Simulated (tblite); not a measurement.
`Clc1ccc2cccc-2cc1`. Structure optimised with GFN2-xTB, isolated species.

```
atom  x, y, z in Å
Cl1    4.0117   -0.7655   -0.5769
C2     2.3198   -0.4422   -0.3332
C3     2.0323    0.8479    0.0961
C4     0.7923    1.4007    0.3726
C5    -0.4571    0.8155    0.2923
C6    -1.6753    1.4325    0.5849
C7    -2.7035    0.5157    0.3848
C8    -2.1687   -0.6981   -0.0368
C9    -0.7801   -0.5768   -0.1152
C10    0.1004   -1.5700   -0.4995
C11    1.4810   -1.5175   -0.5999
H12    2.8878    1.4969    0.2290
H13    0.8023    2.4351    0.6968
H14   -1.7936    2.4495    0.9112
H15   -3.7506    0.7135    0.5328
H16   -2.7267   -1.5869   -0.2663
H17   -0.3539   -2.5198   -0.7583
H18    1.9732   -2.4241   -0.9262
```

Task: Which two atoms are farthest apart?

Result: Cl1···H15, 7.98 Å; the next longest distance is 6.90 Å.

Task: Give the dihedral angles C3–C2–C11–H18, C11–C2–C3–C4, C5–C9–C10–H17, C9–C5–C6–C7, C9–C10–C11–C2, Cl1–C2–C3–H12.

Result: C3–C2–C11–H18 180° (antiperiplanar); C11–C2–C3–C4 0° (synperiplanar); C5–C9–C10–H17 180° (antiperiplanar); C9–C5–C6–C7 0° (synperiplanar); C9–C10–C11–C2 0° (synperiplanar); Cl1–C2–C3–H12 0° (synperiplanar). Dihedral signs follow IUPAC: positive where, seen along the central bond, the front bond turns clockwise onto the rear one.

Task: Work out the bond lengths C2–C3, C2–C11, C3–H12, C6–C7, C7–H15, C8–H16, C11–H18 in pm.

Result: For C2–C3 the difference vector is (-0.2875, 1.2901, 0.4293) Å, of length 1.3897 Å. C2–C3 139.0; C2–C11 139.0; C3–H12 108.2; C6–C7 139.2; C7–H15 107.6; C8–H16 107.4; C11–H18 108.2 pm.

Task: Where is the centre of mass (commonest isotopes), and what is the radius of gyration?

Result: Mass 162.024 u; centre at (0.769, -0.146, -0.111) Å; Rg = √(Σ m r²/M) = 2.552 Å. As Ia + Ib + Ic = 2 Σ m r², the three principal moments sum to 2110.2 u·Å².

Task: What is the repulsion energy of the bare nuclei, Σ ZA·ZB/RAB?

Result: 605.81 Eh over 153 pairs, with full nuclear charges and distances in bohr; the largest single term is 31.03 Eh (Cl1 with C2).

Task: What are the angles Cl1–C2–C3, C3–C4–H13, C5–C6–C7, C9–C10–H17, C2–C11–C10?

Result: From the scalar product of the two bond vectors; for Cl1–C2–C3 it is -1.0081 Å² over 1.7397 × 1.3897 Å², cos θ = -0.4170. Cl1–C2–C3 114.6°; C3–C4–H13 115.6°; C5–C6–C7 108.9°; C9–C10–H17 115.4°; C2–C11–C10 128.1°.

Task: Write the matrix of distances between heavy atoms (Å, lower triangle).

Result: 
```
Cl1   0.000
C2    1.740  0.000
C3    2.641  1.390  0.000
C4    3.995  2.496  1.386  0.000
C5    4.819  3.112  2.497  1.382  0.000
C6    6.207  4.508  3.785  2.477  1.397  0.000
C7    6.904  5.164  4.756  3.606  2.268  1.392  0.000
C8    6.204  4.506  4.478  3.652  2.308  2.274  1.392  0.000
C9    4.818  3.110  3.160  2.573  1.486  2.308  2.268  1.396  0.000
C10   3.994  2.495  3.152  3.172  2.575  3.653  3.605  2.474  1.382  0.000
C11   2.640  1.390  2.527  3.152  3.162  4.480  4.755  3.783  2.496  1.385  0.000
```

The point group is C2v within 0.08 Å; differences among equivalent distances and angles are scatter left by the optimiser. Its GFN2-xTB frequencies are all real (lowest 76 cm⁻¹).

Hardware: Intel Xeon Platinum 8488C, one thread, on a shared host. Cost: 0.21 s. This is the geometry optimisation.

These are computed values.
